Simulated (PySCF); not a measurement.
## TDDFT excited states: C3H5GaO2

Compound: C3H5GaO2.
SMILES: `C1C=[O+][GaH2-][O]C=1`

Level of theory: PySCF 2.14.0, density-fitted response routines, TDDFT B3LYP/def2-SVPD, vertical, gas phase, core orbitals frozen in the response. Geometry: PBE0-D3(BJ)/def2-SVP; no solvent, vibrations or thermal averaging. Relativistic effects, spin–orbit coupling among them, are left out although an element past zinc is present.

```csv
state,E (eV),E (hartree),f,symmetry,"main configurations (H = HOMO, L = LUMO)"
S1,4.23,0.1554,0.056,B1 or B2,"H→L (90%), H-2→L (8%)"
S2,4.35,0.1598,0.0012,–,H-1→L (99%)
S3,5.41,0.1988,0.123,B1 or B2,H-2→L (90%)
S4,5.49,0.2018,0.0000,–,H-3→L (96%)
S5,6.34,0.2329,0.035,B1 or B2,H→L+1 (97%)
S6,6.43,0.2362,0.0000,–,H→L+2 (98%)
S7,6.89,0.2531,0.0000,–,H-4→L (94%)
S8,7.06,0.2595,0.0001,–,"H→L+4 (64%), H→L+3 (31%)"
S9,7.15,0.2626,0.043,B1 or B2,"H→L+3 (65%), H→L+4 (31%)"
S10,7.39,0.2715,0.0000,–,H→L+5 (99%)
```

Triplets (Tamm–Dancoff): T1 2.89 eV, H→L (94%); T2 4.00 eV, H-1→L (99%); T3 4.85 eV, H-2→L (94%); T4 5.22 eV, H-3→L (91%).

The lowest singlet comes at 293 nm (408 kJ/mol) in the ultraviolet; it is of moderate strength; its leading configuration is HOMO→LUMO (90%). The most intense listed level is S3 at 5.41 eV (229 nm, f = 0.123), 1.18 eV above S1. Löwdin shares by element: HOMO oxygen 31%, carbon 27% or more, gallium 9% (atoms not listed hold the other 34%); LUMO carbon 51% or more, oxygen 32% (atoms not listed hold the other 17%). The oscillator strengths of these states sum to 0.259; summed over the whole spectrum of an exact calculation they would give the number of electrons, 70 (Thomas–Reiche–Kuhn). Of the 10 states listed, 4 reach f = 0.01 and 5 stay under 0.0005. Weighted by f, the mean energy of these states is 5.56 eV. All these states lie below the vertical ionisation energy of 9.20 eV (ΔSCF). Symmetry labels in C2v follow from the direction of the transition dipole and are given only for states with f of 0.002 or more; B1 and B2 swap with the choice of axes. Singlets were solved by full linear response, triplets in the Tamm–Dancoff approximation.

The run took 2.0 min wall on an x86-64 server with one thread, on a shared host.
